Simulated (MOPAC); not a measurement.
MOPAC input (AM1):

```
AM1 1SCF UHF MS=0.5 GEO-OK AUX(PRECISION=9) THREADS=1
C2H7Si

C    -1.58595400 1    0.47098100 1    0.54841000 1
C    -0.70623700 1    0.15901600 1   -0.59416700 1
Si    1.04341300 1   -0.28742500 1    0.01011400 1
H    -2.09843000 1   -0.31697400 1    1.08200900 1
H    -1.60673800 1    1.46418200 1    0.97426300 1
H    -0.60419900 1    1.00748500 1   -1.27726200 1
H    -1.07352600 1   -0.69265200 1   -1.17441700 1
H     0.97663400 1   -1.46796700 1    0.90285200 1
H     1.61724800 1    0.85265900 1    0.76247200 1
H     1.93437500 1   -0.60276700 1   -1.13697400 1
```

Output:

```
 *******************************************************************************
 **                                                                           **
 **                              MOPAC v23.2.5                                **
 **                                                                           **
 *******************************************************************************
 ** MOPAC's Digital Object Identifier: https://doi.org/10.5281/zenodo.6511958 **
 **                                                                           **
 ** Please cite the open-source release paper for use of this MOPAC version:  **
 ** J. E. Moussa and J. J. P. Stewart (2026)                                  **
 ** MOPAC: An open-source semiempirical molecular orbital program             **
 ** J. Open Source Softw., 11(119), 8025, https://doi.org/10.21105/joss.08025 **
 *******************************************************************************

                              AM1 CALCULATION RESULTS

 *******************************************************************************
 *  AM1        - The AM1 Hamiltonian to be used
 *  GEO-OK     - OVERRIDE INTERATOMIC DISTANCE AND OTHER SAFETY CHECKS
 *  UHF        - UNRESTRICTED HARTREE-FOCK CALCULATION
 *  MS=        - IN MECI, MAGNETIC COMPONENT OF SPIN =  0.5
 *  1SCF       - DO 1 SCF AND THEN STOP
 *  AUX        - OUTPUT AUXILIARY INFORMATION
 *******************************************************************************
AM1 1SCF UHF MS=0.5 GEO-OK AUX(PRECISION=9) THREADS=1
 C2H7Si

   ATOM   CHEMICAL          X               Y               Z
  NUMBER   SYMBOL      (ANGSTROMS)     (ANGSTROMS)     (ANGSTROMS)

     1       C         -1.58595400  *   0.47098100  *   0.54841000  *
     2       C         -0.70623700  *   0.15901600  *  -0.59416700  *
     3      Si          1.04341300  *  -0.28742500  *   0.01011400  *
     4       H         -2.09843000  *  -0.31697400  *   1.08200900  *
     5       H         -1.60673800  *   1.46418200  *   0.97426300  *
     6       H         -0.60419900  *   1.00748500  *  -1.27726200  *
     7       H         -1.07352600  *  -0.69265200  *  -1.17441700  *
     8       H          0.97663400  *  -1.46796700  *   0.90285200  *
     9       H          1.61724800  *   0.85265900  *   0.76247200  *
    10       H          1.93437500  *  -0.60276700  *  -1.13697400  *

          CARTESIAN COORDINATES

    NO.       ATOM           X           Y           Z

     1         C         -1.5860      0.4710      0.5484
     2         C         -0.7062      0.1590     -0.5942
     3        Si          1.0434     -0.2874      0.0101
     4         H         -2.0984     -0.3170      1.0820
     5         H         -1.6067      1.4642      0.9743
     6         H         -0.6042      1.0075     -1.2773
     7         H         -1.0735     -0.6927     -1.1744
     8         H          0.9766     -1.4680      0.9029
     9         H          1.6172      0.8527      0.7625
    10         H          1.9344     -0.6028     -1.1370

  H: (AM1): M.J.S. DEWAR ET AL, J. AM. CHEM. SOC. 107 3902-3909 (1985)
  C: (AM1): M.J.S. DEWAR ET AL, J. AM. CHEM. SOC. 107 3902-3909 (1985)
 Si: (AM1): M.J.S.DEWAR, C. JIE, ORGANOMETALLICS, 6, 1486-1490 (1987).

           Empirical Formula: C2 H7 Si  =    10 atoms

      MOLECULAR POINT GROUP   :   Cs

          UHF CALCULATION, NO. OF ALPHA ELECTRONS =   10
                           NO. OF BETA  ELECTRONS =    9

 -------------------------------------------------------------------------------
 AM1 1SCF UHF MS=0.5 GEO-OK AUX(PRECISION=9) THREADS=1
 C2H7Si

     1SCF WAS SPECIFIED, SO BFGS WAS NOT USED
     SCF FIELD WAS ACHIEVED

                              AM1 CALCULATION
                                                       MOPAC v23.2.5 Linux

          FINAL HEAT OF FORMATION =         16.31023 KCAL/MOL =      68.24201 KJ/MOL

          COSMO AREA              =        112.89 SQUARE ANGSTROMS
          COSMO VOLUME            =        101.63 CUBIC ANGSTROMS

          IONIZATION POTENTIAL    =          8.973800 EV
          ALPHA SOMO LUMO (EV)    =         -8.974  1.465
          BETA  SOMO LUMO (EV)    =        -11.621  0.700
          NO. OF ALPHA ELECTRONS  =         10
          NO. OF BETA  ELECTRONS  =          9
          MOLECULAR WEIGHT        =         59.1628         POINT GROUP:  Cs

          MOLECULAR DIMENSIONS (Angstroms)

            Atom       Atom       Distance
            H    10    H     5     4.61184
            H     7    H     9     3.62530
            H     8    H     6     3.22530

          SCF CALCULATIONS        =          1

   ATOM   CHEMICAL          X               Y               Z
  NUMBER   SYMBOL      (ANGSTROMS)     (ANGSTROMS)     (ANGSTROMS)

     1       C         -1.58595400  *   0.47098100  *   0.54841000  *
     2       C         -0.70623700  *   0.15901600  *  -0.59416700  *
     3      Si          1.04341300  *  -0.28742500  *   0.01011400  *
     4       H         -2.09843000  *  -0.31697400  *   1.08200900  *
     5       H         -1.60673800  *   1.46418200  *   0.97426300  *
     6       H         -0.60419900  *   1.00748500  *  -1.27726200  *
     7       H         -1.07352600  *  -0.69265200  *  -1.17441700  *
     8       H          0.97663400  *  -1.46796700  *   0.90285200  *
     9       H          1.61724800  *   0.85265900  *   0.76247200  *
    10       H          1.93437500  *  -0.60276700  *  -1.13697400  *

                             CARTESIAN COORDINATES

   1    C       -1.585954000     0.470981000     0.548410000
   2    C       -0.706237000     0.159016000    -0.594167000
   3   Si        1.043413000    -0.287425000     0.010114000
   4    H       -2.098430000    -0.316974000     1.082009000
   5    H       -1.606738000     1.464182000     0.974263000
   6    H       -0.604199000     1.007485000    -1.277262000
   7    H       -1.073526000    -0.692652000    -1.174417000
   8    H        0.976634000    -1.467967000     0.902852000
   9    H        1.617248000     0.852659000     0.762472000
  10    H        1.934375000    -0.602767000    -1.136974000

           Empirical Formula: C2 H7 Si  =    10 atoms

      MOLECULAR POINT GROUP   :   Cs

          ALPHA EIGENVALUES
 -32.85258 -23.29212 -15.69264 -15.67633 -14.14025 -12.63518 -12.57139 -11.92220
 -11.64749  -8.97380   1.46549   1.58273   1.60344   2.07251   4.10506   4.17275
   4.67586   5.23044   5.26099

           BETA EIGENVALUES
 -32.15910 -22.42899 -15.60160 -15.52087 -13.92641 -12.51138 -12.12274 -11.83876
 -11.62052   0.69962   1.58050   1.63136   1.88420   2.34333   4.14582   4.80151
   5.01616   5.52696   5.53427

              NET ATOMIC CHARGES AND DIPOLE CONTRIBUTIONS

  ATOM NO.   TYPE          CHARGE      No. of ELECS.   s-Pop       p-Pop
    1          C          -0.262383        4.2624     1.27880     2.98358
    2          C          -0.386665        4.3867     1.23692     3.14974
    3         Si           0.726863        3.2731     0.86298     2.41016
    4          H           0.112216        0.8878     0.88778
    5          H           0.112216        0.8878     0.88778
    6          H           0.098263        0.9017     0.90174
    7          H           0.098263        0.9017     0.90174
    8          H          -0.166456        1.1665     1.16646
    9          H          -0.166456        1.1665     1.16646
   10          H          -0.165861        1.1659     1.16586
 DIPOLE           X         Y         Z       TOTAL
 POINT-CHG.     0.549    -0.153    -0.027     0.571
 HYBRID        -0.383     0.098    -0.119     0.413
 SUM            0.167    -0.055    -0.145     0.228

          ATOMIC ORBITAL ELECTRON POPULATIONS

     Atom    s        px        py        pz
    1  C   1.27880   0.99714   1.00776   0.97868
    2  C   1.23692   1.09082   1.05112   1.00780
    3 Si   0.86298   0.76563   0.82455   0.81997
    4  H   0.88778
    5  H   0.88778
    6  H   0.90174
    7  H   0.90174
    8  H   1.16646
    9  H   1.16646
   10  H   1.16586

                    (SZ)    =    0.500000
                    (S**2)  =    0.764108

          ATOMIC ORBITAL SPIN POPULATIONS

    Atom   Total    s     px     py     pz
         Atomic
    1  C  1.0942  0.062  0.598  0.084  0.349
    2  C -0.1239 -0.012 -0.056 -0.016 -0.040
    3 Si  0.1148  0.030  0.060  0.011  0.014
    4  H -0.0557 -0.056
    5  H -0.0557 -0.056
    6  H  0.0216  0.022
    7  H  0.0216  0.022
    8  H -0.0074 -0.007
    9  H -0.0074 -0.007
   10  H -0.0020 -0.002

 **********************
 *                    *
 * JOB ENDED NORMALLY *
 *                    *
 **********************

 == MOPAC DONE ==
```

The geometry given is a B3LYP-D3(BJ)/def2-TZVP minimum.
